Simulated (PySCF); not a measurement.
CH7BN2.
SMILES: `CB(N)N`

Computed, not measured: PySCF, PBE0-D3(BJ)/def2-SVP geometry optimisation, gas phase.

Take the most abundant isotopes and a rigid rotor. 

(1) What are A, B and C (MHz)?

(2) What kind of rotor is it?

(3) What does the inertial defect say?

(4) Give the other two planar moments, Paa and Pbb, and the rms extents of the mass along the axes.

(5) Predict some low-J microwave lines.

## Answers

(1) Ia = 58.25, Ib = 63.68, Ic = 118.78 u·Å²; 505379 MHz·u·Å²/I gives A = 8676, B = 7936, C = 4255 MHz.

(2) An asymmetric top: κ = (2 × 7936 − 8676 − 4255)/(8676 − 4255) = 0.67.

(3) Not planar: Δ = Ic − Ia − Ib = -3.15 u·Å². For a rigid frame Δ = −2 Σ m c², so Σ m c² = 1.58 u·Å² lies off the ab plane, practically all of it from hydrogen. The atom farthest from that plane is 0.97 Å away.

(4) Paa = Σ m a² = (Ib + Ic − Ia)/2 = 62.11 and Pbb = Σ m b² = (Ia + Ic − Ib)/2 = 56.68 u·Å². With the mass M = 58.07 u, the rms extents √(P/M) along a, b and c are 1.03, 0.99, 0.16 Å.

(5) The dipole components are |μa| = 1.25 D, |μb| = 0.06 D, |μc| = 0.04 D. The squared components, which scale the intensities, stand as 1.00 : 0.00 : 0.00 (a : b : c). Some of the stronger lines:

```csv
type,branch,"J(Ka,Kc)",MHz,lower level (cm⁻¹)
a,Q,"2(2,0) ← 2(2,1)",3042,1.564
a,Q,"1(1,0) ← 1(1,1)",3681,0.431
a,Q,"2(1,1) ← 2(1,2)",11043,1.122
a,R,"1(0,1) ← 0(0,0)",12191,0.000
a,R,"2(1,2) ← 1(1,1)",20700,0.431
a,R,"2(0,2) ← 1(0,1)",21339,0.407
a,R,"2(1,1) ← 1(1,0)",28062,0.554
```

No PBE0-D3(BJ)/def2-SVP frequencies stand behind this structure, so it isn't proved a minimum. These are rigid-rotor constants of the computed structure; measured ground-state constants (B0) also hold zero-point vibration. A rigid rotor knows nothing of internal rotation, which can split or shift real lines. Quadrupole hyperfine structure (11B, 14N) is left out.

Hardware: one thread of an Arm Neoverse V1, no GPU, shared host. Cost: 25 s of wall time, 0.39 GiB resident at most. These figures are those of the optimisation.

The values belong to the conformer `[CH3:1][B:2]([NH2:3])[NH2:4]`: H–N3–B2–C1 -179°, H–N3–B2–C1 1°, H–N4–B2–C1 -1°, H–N4–B2–C1 179°.
